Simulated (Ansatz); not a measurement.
Geometry optimisation, RKS PBE/6-31G (Ansatz 0.2.0).

The input (input.yaml):

```yaml
crystal:
  periodic: [false, false, false]
  atoms:
    - { symbol: "N", position_ang: [-1.0187, 2.0427, 0.7365] }
    - { symbol: Al, position_ang: [-1.3043, 0.2171, 1.0574] }
    - { symbol: "N", position_ang: [-0.1965, -1.0615, 0.1915] }
    - { symbol: Si, position_ang: [-0.2478, -0.8303, -1.5694] }
    - { symbol: Si, position_ang: [1.5301, -0.6833, 0.6343] }
    - { symbol: H, position_ang: [-1.1562, 2.2418, -0.3079] }
    - { symbol: H, position_ang: [-0.0554, 2.3239, 0.9847] }
    - { symbol: H, position_ang: [-2.4095, -0.2561, 2.0454] }
    - { symbol: H, position_ang: [0.5491, -1.7877, -2.2185] }
    - { symbol: H, position_ang: [0.0732, 0.5259, -1.9255] }
    - { symbol: H, position_ang: [-1.7252, -1.0803, -1.9511] }
    - { symbol: H, position_ang: [2.45892, -1.6673, -0.02706] }
    - { symbol: H, position_ang: [1.67077, -0.81646, 2.11325] }
    - { symbol: H, position_ang: [1.87731, 0.62561, 0.18746] }
basis:
  gaussian: { orbitals: "6-31G" }
hamiltonian:
  xc: pbe
relax:
  f_tol: 0.015
  max_steps: 40
output:
  orbitals: {}
```

Run as:

```bash
$ ansatz run input.yaml --threads 1 --pin off --max-ram 2048MiB --backend cpu --events-out ev --progress --plain --runs-dir out
```

Question: Where does it end, and by what steps?

Answer: The forces met the threshold. The force dipped under the threshold on the way, but the program's further checks kept it going. Limits of this set-up: no polarisation functions. After 34 steps the energy has fallen by 1.940 eV; H7 moved furthest, 2.63 Å.

```csv
step,energy less start (eV),largest force component (eV/Å),accepted
0,0.0000,2.893,yes
2,-0.8685,0.540,yes
4,-1.0949,0.509,yes
6,-1.2155,0.244,yes
8,-1.3802,0.386,yes
10,-1.6297,0.576,yes
12,-1.7569,0.304,yes
14,-1.8158,0.211,yes
16,-1.8569,0.227,yes
18,-1.8873,0.347,yes
20,-1.9225,0.056,yes
22,-1.9327,0.210,yes
24,-1.9376,0.041,yes
26,-1.9385,0.023,yes
28,-1.9392,0.030,yes
30,-1.9394,0.014,yes
32,-1.9395,0.020,yes
34,-1.9396,0.012,yes
```

```xyz
14
Properties=species:S:1:pos:R:3
N -2.092 1.669 0.593
Al -0.678 0.722 1.189
N 0.339 -0.262 0.025
Si -0.018 -0.346 -1.740
Si 1.760 -1.192 0.635
H -2.409 1.722 -0.374
H -2.677 2.226 1.214
H -0.315 0.748 2.754
H -0.242 -1.778 -2.196
H 1.117 0.225 -2.574
H -1.274 0.452 -2.030
H 1.605 -2.681 0.373
H 1.884 -0.963 2.125
H 3.046 -0.746 -0.042
```

The run took 3.2 min on 1 thread of Arm Neoverse V1, on a shared host, peak memory 0.16 GiB.
